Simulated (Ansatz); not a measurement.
Reaction (substitution at a C–I bond): `FCC(F)I` + H–F → `FCC(F)F` + HI

Computed with Ansatz on PBE0-D4/def2-TZVP structures; ΔE is electronic, products minus reactants. CCSD(T)/CBS adds triple-zeta CCSD(T) − MP2 to the extrapolated MP2 energy (def2 sets, frozen cores). This one scheme is used for every species. DFT in def2-TZVPP. B3LYP here is the variant with VWN-RPA as its local correlation; programs differ in this. HSE06 is defined as in plane-wave codes. def2 core potentials past Kr. For I outer-core shells are correlated without core-valence functions, which leaves a few kJ/mol of doubt a bond. Each species was taken in one conformer, which may not be the lowest.

```
             level  ΔE (kJ/mol)  difference from CCSD(T)/CBS
       LDA (SPW92)         -6.1                        -16.3
            PBE-D4          3.6                         -6.6
           BLYP-D4          2.5                         -7.7
         r2SCAN-D4         -5.5                        -15.7
            B97M-V        -12.6                        -22.8
          B3LYP-D4         -3.6                        -13.8
        r2SCAN0-D4         -8.2                        -18.4
          HSE06-D4         -2.0                        -12.2
          BHLYP-D4        -12.1                        -22.3
      CAM-B3LYP-D4        -15.4                        -25.6
           ωB97X-V        -12.6                        -22.8
           ωB97M-V         -8.6                        -18.8
            B2PLYP         -5.5                        -15.7
               PBE         -1.9                        -12.1
            revPBE         -2.1                        -12.3
              BLYP         -8.9                        -19.1
            r2SCAN         -6.7                        -16.9
              PBE0         -7.1                        -17.3
             B3LYP        -12.7                        -22.9
           r2SCANh         -7.9                        -18.1
           r2SCAN0         -9.7                        -19.9
             HSE06         -6.5                        -16.7
             BHLYP        -20.8                        -31.0
         CAM-B3LYP        -20.5                        -30.7
           LC-ωPBE        -16.0                        -26.2
RPA@PBE/def2-TZVPP         -5.6                        -15.8
      MP2/def2-SVP        -27.8                        -38.0
     CCSD/def2-SVP        -41.5                        -51.7
  CCSD(T)/def2-SVP        -38.0                        -48.2
     HF/def2-TZVPP        -36.9                        -47.1
    MP2/def2-TZVPP         12.4                          2.2
SCS-MP2/def2-TZVPP          2.8                         -7.4
   CCSD/def2-TZVPP         -7.8                        -18.0
CCSD(T)/def2-TZVPP         -1.8                        -12.0
     HF/def2-QZVPP        -36.0                        -46.2
    MP2/def2-QZVPP         19.6                          9.4
SCS-MP2/def2-QZVPP          9.5                         -0.7
      HF/CBS(def2)        -35.9                        -46.1
     MP2/CBS(def2)         24.4                         14.2
    CCSD/CBS(def2)          4.3                         -5.9
       CCSD(T)/CBS         10.2                            0
```

Largest T1 diagnostic among the species: 0.011.

At CCSD(T), def2-SVP lies −48.2 kJ/mol from the extrapolated value and def2-TZVPP −12.0 kJ/mol. The D4 term adds +9.1 kJ/mol with B3LYP and +4.8 kJ/mol with PBE0; it sums over pairs of atoms, weighted by their polarisabilities, and B3LYP, whose exchange is more repulsive, gets the larger term.
